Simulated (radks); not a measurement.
All-electron atom: neutral scandium in [Ar] 3d1 4s1 4f1 (not the ground configuration). Calculated with a radial shooting solver on a logarithmic mesh with Libxc functionals: scalar-relativistic Kohn-Sham, PBE, spin-polarised, spherical densities, finite nucleus; open shells are filled with parallel spins first; Fermi nuclear charge, rms radius 3.5459 fm.

Unscreened Slater integrals over Kohn-Sham orbitals (cm^-1). They are taken over the spin-up orbitals.

| integral | value |
|---|---|
| F0(4f,4f) | 12157 |
| F2(4f,4f) | 7166.2 |
| F4(4f,4f) | 4923.7 |
| F6(4f,4f) | 3699.9 |
| F0(4f,4s) | 14789 |
| G3(4f,4s) | 115.92 |
| F0(4f,3d) | 14798 |
| F2(4f,3d) | 381.58 |
| F4(4f,3d) | 48.843 |
| G1(4f,3d) | 29.882 |
| G3(4f,3d) | 16.759 |
| G5(4f,3d) | 11.392 |
| F0(4f,3p) | 14799 |
| F2(4f,3p) | 164.09 |
| G2(4f,3p) | 1.7344 |
| G4(4f,3p) | 1.1033 |
| F0(4s,4s) | 59428 |
| F0(4s,3d) | 72086 |
| G2(4s,3d) | 13868 |
| F0(4s,3p) | 75791 |
| G1(4s,3p) | 5230.6 |
| F0(3d,3d) | 120050 |
| F2(3d,3d) | 53811 |
| F4(3d,3d) | 33153 |
| F0(3d,3p) | 140060 |
| F2(3d,3p) | 63790 |
| G1(3d,3p) | 79357 |
| G3(3d,3p) | 47206 |
| F0(3p,3p) | 169820 |
| F2(3p,3p) | 85142 |

Derived for the open shells (J is the average intra-shell exchange parameter used in DFT+U). 3d: Racah B = F2/49 - 5 F4/441 = 722.3 cm^-1, C = 35 F4/441 = 2631 cm^-1, C/B = 3.64, F4/F2 = 0.616, J = (F2 + F4)/14 = 6212 cm^-1. 4f: F4/F2 = 0.687, F6/F2 = 0.516, J = (286 F2 + 195 F4 + 250 F6)/6435 = 611.4 cm^-1.
